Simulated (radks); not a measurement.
Results of a calculation; reference values are marked as such.
All-electron atom: Zn3+ in [Ar] 3d8 4p1 (not the ground configuration).

Level of theory: Dirac Kohn-Sham, PBE, spin-unpolarised, spherical densities, finite nucleus; open shells are shared between the two j in proportion to 2j + 1; Fermi nuclear charge, rms radius 3.9283 fm (a radial shooting solver on a logarithmic mesh with Libxc functionals).

Energy parts (Ry):
total: -3585.07954
kinetic: 3652.00508
electron-nucleus: -8546.97089
Hartree: 1449.66307
exchange-correlation: -139.77680

Orbitals (lengths in bohr, moments of r in powers of bohr; <r^-3> diverges for s and p1/2):
[
 {"orbital": "1s1/2", "occ.": "2", "eigenvalue (Ry)": "-703.9025", "<r^-3>": "-", "small-component weight": "1.17e-02"},
 {"orbital": "2s1/2", "occ.": "2", "eigenvalue (Ry)": "-89.15383", "<r^-3>": "-", "small-component weight": "2.24e-03"},
 {"orbital": "2p1/2", "occ.": "2", "eigenvalue (Ry)": "-78.98603", "<r^-3>": "-", "small-component weight": "2.22e-03"},
 {"orbital": "2p3/2", "occ.": "4", "eigenvalue (Ry)": "-77.23230", "<r^-3>": "769.1", "small-component weight": "2.18e-03"},
 {"orbital": "3s1/2", "occ.": "2", "eigenvalue (Ry)": "-13.35810", "<r^-3>": "-", "small-component weight": "5.11e-04"},
 {"orbital": "3p1/2", "occ.": "2", "eigenvalue (Ry)": "-10.11704", "<r^-3>": "-", "small-component weight": "4.65e-04"},
 {"orbital": "3p3/2", "occ.": "4", "eigenvalue (Ry)": "-9.88309", "<r^-3>": "103.4", "small-component weight": "4.55e-04"},
 {"orbital": "3d3/2", "occ.": "3.2", "eigenvalue (Ry)": "-4.46624", "<r^-3>": "11.36", "small-component weight": "3.43e-04"},
 {"orbital": "3d5/2", "occ.": "4.8", "eigenvalue (Ry)": "-4.43500", "<r^-3>": "11.09", "small-component weight": "3.40e-04"},
 {"orbital": "4p1/2", "occ.": "0.333333", "eigenvalue (Ry)": "-2.19602", "<r^-3>": "-", "small-component weight": "6.57e-05"},
 {"orbital": "4p3/2", "occ.": "0.666667", "eigenvalue (Ry)": "-2.17252", "<r^-3>": "10.48", "small-component weight": "6.47e-05"}
]

The highest occupied level is 4p3/2 at -29.559 eV. The density falls to 0.001 e/bohr^3 at r = 3.40 bohr. Summed over all electrons, <r^2> = 16.68 bohr^2, which gives a Langevin (diamagnetic) susceptibility term of -13.2 x 10^-6 cm^3/mol.
